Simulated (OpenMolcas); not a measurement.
# What dynamic correlation does to the levels of Ir I

```json
{
 "Program": "OpenMolcas 26.06",
 "Basis": "ANO-RCC-VTZP [8s7p5d3f1g]",
 "Scalar Hamiltonian": "DKH2, point nucleus",
 "Active space": "9 electrons in 6 orbitals (5d 6s)",
 "State averaging": "2S+1 = 4 even, 20 roots; 2S+1 = 2 even, 64 roots",
 "Spin-orbit coupling": "RASSI with atomic mean-field integrals over the reference wave functions, term energies averaged over their components"
}
```

Methods on the same reference wave functions:
A. CASSCF
B. SS-CASPT2, IPEA 0.25 Eh, imaginary shift 0.1 Eh (closed shells correlated: 5s 5p)
C. MS-CASPT2, IPEA 0.25 Eh, imaginary shift 0.1 Eh (closed shells correlated: 5s 5p)

Energies in cm-1 above 5d7 6s2 4F 9/2, the measured ground level; measured values from NIST Handbook of Basic Atomic Spectroscopic Data.

```csv
Level,A,B,C,Measured
5d7 6s2 4F 9/2,0.0,0.0,0.0,0.0
5d8 6s 4F 9/2,1762,5460,5520,2835
5d8 6s 4F 7/2 [64 %],5838,8970,9080,6324
5d7 6s2 4F 7/2,6888,6800,6820,7107
5d8 6s 2F 7/2 [64 %],14163,15980,16020,13088
5d7 6s2 2P 1/2 [65 %],15392,14000,14030,12506
5d7 6s2 2G 9/2 [63 %],15393,14950,14880,13940
5d7 6s2 4P 5/2 [72 %],16422,13720,13790,12952
5d7 6s2 2G 7/2,19567,19210,19270,17779
5d7 6s2 2H 11/2,22109,20450,20480,
5d8 6s 4P 1/2,22151,22760,22780,16681
5d7 6s2 4P 1/2 [59 %],23696,21250,21330,20237
5d8 6s 2G 7/2,29996,29160,29270,26365
5d8 6s 2G 9/2 [57 %],30999,30020,29930,23506
```

Deviations, from unrounded energies. A percentage is the sum of absolute deviations over the sum of measured energies, with the sign that they share, or ± where signs differ.

```json
{"Against measurement": "mean absolute deviation (cm-1)", "Levels": "12", "A": "2700", "B": "2500", "C": "2500"}
{"Against measurement": "fine structure of the ground term (%)", "Levels": "1", "A": "-3.1", "B": "-4.3", "C": "-4.0"}
{"Against measurement": "other terms of the ground configuration (%)", "Levels": "5", "A": "+16.9", "B": "+7.4", "C": "+7.6"}
{"Against measurement": "other configurations (%)", "Levels": "6", "A": "±21.7", "B": "+26.5", "C": "+26.8"}
```

B, C lie about equally close to measurement and A furthest from it. The largest miss of B in the table is 5d8 6s 2G 9/2 [57 %], by +6500 cm-1. The ranking rests on the paired levels alone, and a cruder setting can come out closer through cancelling errors.

Between B and C the level of the table that moves most is 5d8 6s 4F 7/2 [64 %], by 110 cm-1 (lowest in B, highest in C). Moves below CASPT2's spread within the term are not significant.

The mean deviations of B to C differ by less than CASPT2's widest spread within a term (1100 cm-1), so their order carries little weight.

From A to B the spin-free energies of the other terms of 5d7 6s2 shown, above 4F, scale by factors of 0.76 to 0.98.

The lowest spin-free term lies below A's lowest term by 0.523 hartree in B, 0.523 hartree in C.

CASPT2 does not keep the components of a term degenerate, so their means are used; among the terms shown or strongly mixed into the levels shown the widest spread is 1100 cm-1 (5d8 6s 2F, C). Some levels mix across a computed gap that differs much from the measured one, so their mixing is not that of the real levels. Configurations are named by rounded mean occupations; where the s occupation lies near a half they are strongly mixed, a name can repeat and a true partner stay unpaired. A single d shell beside an s shell can misplace configurations of different d count against each other. Without dynamic correlation excited terms often stand tens of per cent too high (terms of higher spin than the ground term too low), and those without a measured partner can miss by more than the paired ones (holds for A). The CASPT2 spread within a term exceeds the gap to the next term for 5d7 6s2 2G and 5d8 6s 2F, so the order of their levels is uncertain, and so are names and mixing where such terms share a J (holds for B; C). Computed and measured levels are paired by configuration, term and J; levels that our copy of the source lacks, or whose pairing is in doubt (as where it misses far off the trend of its configuration), stay unpaired and out of the deviations. Only configurations of the active space appear. The table leaves out levels that lie high or whose names do not pair safely across all columns.

A share in square brackets marks a mixed level and gives the weight of the term that names it, the lowest over the columns.
